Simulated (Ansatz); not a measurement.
Consider the formal exchange of groups at a B–N bond: `BN[SiH2]C=C` + disilane → `B[SiH2][SiH3]` + `C=C[SiH2]N`.

Calculated with Ansatz (gas phase, PBE0-D4/def2-TZVP geometries, no zero-point term in ΔE). CBS: MP2 limit from def2 TZ/QZ plus the TZ coupled-cluster correction, frozen cores. DFT in def2-TZVPP. B3LYP here is the variant with VWN-RPA as its local correlation; programs differ in this. One conformer a species, not always the lowest.

Is it downhill or uphill in electronic energy at CCSD(T)/CBS, and by how much? (Best estimate.)

Ansatz gave: Uphill: ΔE = +157.5 kJ/mol.

What do these levels give: PBE0-D4, r2SCANh-D4, B2PLYP, PBE-QIDH, r2SCAN, B3LYP, MP2/def2-SVP, CCSD/def2-SVP, HF/def2-TZVPP, MP2/def2-TZVPP, CCSD/def2-TZVPP, HF/def2-QZVPP? (Estimate.)

The calculation gave: PBE0-D4 151.4, r2SCANh-D4 154.0, B2PLYP 162.6, PBE-QIDH 157.6, r2SCAN 153.2, B3LYP 160.3, MP2/def2-SVP 181.4, CCSD/def2-SVP 175.8, HF/def2-TZVPP 163.9, MP2/def2-TZVPP 164.9, CCSD/def2-TZVPP 159.4, HF/def2-QZVPP 164.4 kJ/mol.

Largest T1 diagnostic among the species: 0.014.

From BLYP to BHLYP (50 % exact exchange), in def2-TZVPP and without D4, ΔE moves by +4.5 kJ/mol. At CCSD(T), def2-SVP lies +20.2 kJ/mol from the extrapolated value and def2-TZVPP +2.4 kJ/mol.
